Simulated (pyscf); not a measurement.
## Concerted two-bond exchange: GeH₄ (SMILES [GeH4]) + F–GeH: (SMILES [F][GeH]) [singlet] → GeH₄ (SMILES [GeH4]) + F–GeH: (SMILES [F][GeH]) [singlet]

Gas phase, singlet surface, charge 0. Bonds broken: Ge1–H7, Ge6–H8. Bonds formed: Ge1–H8, Ge6–H7. Single points on ωB97X-D3(BJ)/def2-SVP structures (PySCF, gas phase). MP2 and CC: frozen core, UHF for open shells. ΔMP2 is the change of the MP2 total energy from the triple- to the quadruple-zeta basis.

Transition state (Å):

```xyz
8

Ge    -0.4694     0.3391    -0.3658
F      2.1324    -0.4741     0.7840
H      0.0843     1.7740    -0.3727
H     -1.9982     0.3180    -0.2387
H      0.0080    -0.3210    -1.6703
Ge     0.7000    -1.0008     1.7209
H     -0.1517    -1.4091     0.3347
H     -0.0790     0.4686     1.4966
```

One imaginary mode, 565i cm⁻¹; descent along it reached the two sides named, in the forms told below.

| bond | change | reactant side (Å) | saddle | product side |
|---|---|---|---|---|
| Ge1–H7 | breaks | 1.573 | 1.910 | 3.0 |
| Ge6–H8 | breaks | 1.608 | 1.678 | 2.057 |
| Ge1–H8 | forms | 3.0 | 1.907 | 1.573 |
| Ge6–H7 | forms | 2.060 | 1.677 | 1.608 |

Electronic energies relative to the separated reactants (eV):

```json
[
 {"level": "ωB97X-D3(BJ)/def2-TZVP", "barrier": "0.10", "reaction energy": "0.00", "reverse barrier": "0.10"},
 {"level": "PBE/def2-TZVP", "barrier": "0.00", "reaction energy": "0.00", "reverse barrier": "0.00"},
 {"level": "r²SCAN/def2-TZVP", "barrier": "-0.05", "reaction energy": "0.00", "reverse barrier": "-0.05"},
 {"level": "B3LYP-D3(BJ)/def2-TZVP", "barrier": "0.19", "reaction energy": "0.00", "reverse barrier": "0.19"},
 {"level": "PBE0-D3(BJ)/def2-TZVP", "barrier": "0.00", "reaction energy": "0.00", "reverse barrier": "0.00"},
 {"level": "M06-2X/def2-TZVP", "barrier": "0.11", "reaction energy": "0.00", "reverse barrier": "0.11"},
 {"level": "ωB97M-D3(BJ)/def2-TZVP", "barrier": "0.29", "reaction energy": "0.00", "reverse barrier": "0.29"},
 {"level": "HF/def2-TZVP", "barrier": "0.88", "reaction energy": "0.00", "reverse barrier": "0.88"},
 {"level": "MP2/def2-QZVPP", "barrier": "0.16", "reaction energy": "0.00", "reverse barrier": "0.16"},
 {"level": "CCSD/def2-TZVPP", "barrier": "0.32", "reaction energy": "0.00", "reverse barrier": "0.32"},
 {"level": "CCSD(T)/def2-TZVPP", "barrier": "0.22", "reaction energy": "0.00", "reverse barrier": "0.22"},
 {"level": "CCSD(T)/def2-TZVPP + ΔMP2(QZVPP)", "barrier": "0.21", "reaction energy": "0.00", "reverse barrier": "0.21"}
]
```

With CCSD(T)/def2-TZVPP + ΔMP2(QZVPP) energies and thermal terms (ideal gas, 1 atm, RRHO with modes under 100 cm⁻¹ raised to 100, one conformer, R ln 2 for chiral ones without a mode under 150 cm⁻¹), in eV:

```json
[
 {"T (K)": "298", "ΔH‡": "0.23", "ΔG‡": "0.67", "ΔH": "0.00", "ΔG": "0.00"},
 {"T (K)": "600", "ΔH‡": "0.24", "ΔG‡": "1.12", "ΔH": "0.00", "ΔG": "0.00"},
 {"T (K)": "900", "ΔH‡": "0.27", "ΔG‡": "1.55", "ΔH": "0.00", "ΔG": "0.00"},
 {"T (K)": "1200", "ΔH‡": "0.30", "ΔG‡": "1.97", "ΔH": "0.00", "ΔG": "0.00"}
]
```

On the reactant side the descent ends in a complex, 0.32 eV under the separated species and 0.42 eV under the saddle at ωB97X-D3(BJ)/def2-TZVP. On the product side the descent ends in a complex, 0.32 eV under the separated species and 0.42 eV under the saddle at ωB97X-D3(BJ)/def2-TZVP. At r²SCAN the saddle lies under the separated reactants, which points to a path from their complex (located at ωB97X-D3(BJ) alone). At r²SCAN the saddle lies under the separated products, which points to a path from their complex (located at ωB97X-D3(BJ) alone). At the saddle there is also a short Ge–Ge contact that neither side keeps. This is the saddle that the search found; another between the same sides may lie lower. The CCSD(T) − MP2 part came from Ansatz, without density fitting, on the same reference. The frozen core leaves the outer d or s,p core shells of the metals and heavy elements correlated in the MP2 and CC values, and def2-TZVPP describes them poorly, which can shift differences by a few kcal/mol. Elements up to Kr have no core potential and no relativistic terms here.
